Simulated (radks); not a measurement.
The numbers below are computed, except where a source is named.
Problem. Numerical settings for neutral dysprosium, [Xe] 4f10 6s2. Level of theory: scalar-relativistic Kohn-Sham, PBE, spin-polarised, spherical densities, point nucleus; open shells are filled with parallel spins first (spin-orbit coupling, left out, can overturn this in heavy ions) (a radial shooting solver on a logarithmic mesh with Libxc functionals). The defaults (mesh step 0.008 in ln r, mesh end at 40 bohr or more with all orbitals vanishing there, Anderson mixing 0.5 over 9 steps, residual threshold near 1e-9 with the energy settled to 1e-9 hartree or 1e-11 of itself, here a cap of 74 iterations) give E = -12157.3626 hartree and 4f at -1.450 eV in 17 iterations. Run on one thread of a shared host, so times are rough (Intel(R) Xeon(R) 6975P-C): 0.26 s of CPU time, 0.26 s wall, 17 iterations on 2728 mesh points. One setting is changed at a time: mesh step in ln r 0.03; mesh step in ln r 0.08; mesh step in ln r 0.2; mesh end (bohr) 2; mesh end (bohr) 8; residual threshold 0.1; residual threshold 1e-16; mixing 0.01; linear mixing, mixing 0.05; linear mixing, mixing 0.8; mixing history 3; iteration cap 3. Which runs fail to converge, and which converge to a wrong energy?

Solution. Not converged within the cap: mesh step in ln r 0.08; mesh step in ln r 0.2; residual threshold 1e-16; mixing 0.01; linear mixing, mixing 0.05; linear mixing, mixing 0.8; iteration cap 3. Settled on a wrong energy, with an occupied level pushed above zero by the early mesh end: mesh end (bohr) 2 (+20.8 hartree). Apart from these: settings that end as converged yet miss the energy by more than 1 mhartree: mesh end (bohr) 8 (+0.0172 hartree).
